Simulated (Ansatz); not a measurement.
## A barrier at the coupled-cluster level

Start structure (Al2NH7O4F, doublet), relaxed at PBE0-D4/def2-TZVP:

```xyz
15
angstrom
Al -0.9537 -0.8375 -0.4617
O 0.3913 -0.4243 -1.4461
Al -0.0990 1.2558 -1.7003
O -1.8397 0.5915 -1.1154
O 0.1889 2.2041 -0.2454
F -1.7685 -2.2556 -0.2452
H 0.5976 -0.6889 1.4082
N -0.3210 -0.2352 1.2957
H 1.7147 -0.9131 -0.4345
O 2.1576 -1.1747 0.4098
H -2.5279 1.1364 -0.7347
H 0.8144 2.9272 -0.2466
H -0.8816 -0.3787 2.1267
H -0.1251 0.7675 1.1636
H 2.6520 -1.9747 0.2254
```

The step: Al₂NH₅O₃F ([NH3][Al]1([F])[O][Al]([OH])[OH]1) + H₂O → Al₂NH₅O₃F ([NH2][Al]1([F])[OH][Al]([OH])[OH]1) + H₂O; bonds formed: O2–H9, H7–O10; bonds broken: H7–N8, H9–O10. Program: Ansatz 0.2.0. Basis: def2-TZVPP and def2-QZVPP. Cores are frozen in the correlated methods; orbitals are unrestricted. Extrapolation: Hartree–Fock as exp(−7.88 √X), correlation as X^−2.97. Energies below are by CCSD(T) at an estimated basis limit (MP2 extrapolated from triple and quadruple zeta, plus CCSD(T) − MP2 in triple zeta).

Task: What are the electronic barrier and the energy of the step, from the start structure to the end structure? (To be estimated.)

Result: Computed: Barrier 14.23 kcal/mol; step energy 0.89 kcal/mol (uphill); reverse barrier, their difference, 13.34 kcal/mol. Barrier and step energy count from the start structure, the reverse barrier from the end structure.

The saddle point: One imaginary mode of 1241i cm⁻¹.
| pair | start (Å) | saddle (Å) | end (Å) |
| --- | --- | --- | --- |
| O2–H9 | 1.74 | 1.22 | 0.99 |
| H7–O10 | 1.91 | 1.21 | 0.99 |
| H7–N8 | 1.03 | 1.30 | 1.91 |
| H9–O10 | 0.99 | 1.20 | 1.74 |

Zero-point energy (harmonic, PBE0-D4): ZPE is 63.47 kcal/mol at the start and 58.61 kcal/mol at the saddle, so the barrier goes from 14.23 to 9.37 kcal/mol.

T1 diagnostic: at most 0.014. ⟨S²⟩ of the unrestricted Hartree–Fock references: 0.75 (a pure state has 0.75).

Labels in which every atom is bracketed show which atoms are joined, not bond orders.

For scale, one of the runs: CCSD(T)/def2-TZVPP, 368 basis functions, launched by `ansatz run in.yaml --threads 4 --pin off --events-out ev --progress --plain --max-ram 46080MiB --backend cuda --devices 0, --max-vram 37GiB`. The run took 52 s on 4 CPU threads of an AMD EPYC 7R13 and a share of one NVIDIA H100 (shared host), with 1.6 GiB of host memory at its peak.
